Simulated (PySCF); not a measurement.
A calculated (BP86, PySCF 2.14, def2-TZVPPD, no relativity, point nucleus) atom or ion has these occupied shells.

```csv
shell,electrons,orbital energy (eV),"rms radius, mean of both spins (bohr)"
1s α,1,-8145.8,0.0634
1s β,1,-8145.8,0.0634
2s α,1,-983.52,0.269
2s β,1,-982.36,0.269
2p α,3,-861.19,0.240
2p β,3,-860.32,0.240
3s α,1,-128.61,0.806
3s β,1,-126.22,0.806
3p α,3,-91.285,0.851
3p β,3,-88.936,0.851
3d α,5,-29.508,1.10
3d β,3,-27.925,1.10
```

(1) Name the element and its charge.

Results:

(1) Ni²⁺ (nickel, charge +2), in [Ar] 3d8, high-spin 3F determinant.
